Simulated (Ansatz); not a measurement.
This geometry of BClH2 + BrH (6 atoms, charge 0, multiplicity 1) is a first-order saddle point.

Theory: RKS PBE0-D4/def2-TZVP in Ansatz.

```xyz
6
Properties=species:S:1:pos:R:3
B -0.085 -0.165 0.112
H -0.089 0.236 1.311
H 0.984 -0.073 -0.387
Cl -1.573 0.238 -0.725
Br -0.092 -2.399 0.751
H -0.142 -0.897 1.394
```

Which two structures does it join? (They come from a converged band through this point; their orientation in space is the band's.)

Bonds broken: B1–H2, Br5–H6. Bonds formed: B1–Br5, H2–H6. BClH2 + BrH becomes BBrClH + H2.

Initial state:

```xyz
6
Properties=species:S:1:pos:R:3
B 0.008 0.317 -0.124
H 0.108 0.712 0.994
H 0.941 0.004 -0.794
Cl -1.565 0.372 -0.875
Br 0.112 -2.448 1.051
H -0.602 -2.017 2.202
```

Final state:

```xyz
6
Properties=species:S:1:pos:R:3
B -0.031 -0.658 -0.631
H -0.302 0.367 2.461
H 0.990 -0.067 -0.507
Cl -1.476 0.188 -1.062
Br -0.043 -2.535 -0.359
H -0.134 -0.356 2.552
```

How far does it lie above each of them?

10.6 kcal/mol above the first and 24.4 kcal/mol above the second. This is the barrier of this one path; another mechanism may lie lower. The orbitals stay closed-shell, which can raise the energy where a bond breaks towards radicals; this wasn't checked here.

Time of the run: 100 s on 4 threads of Arm Neoverse V2 (shared host), peak memory 0.31 GiB.
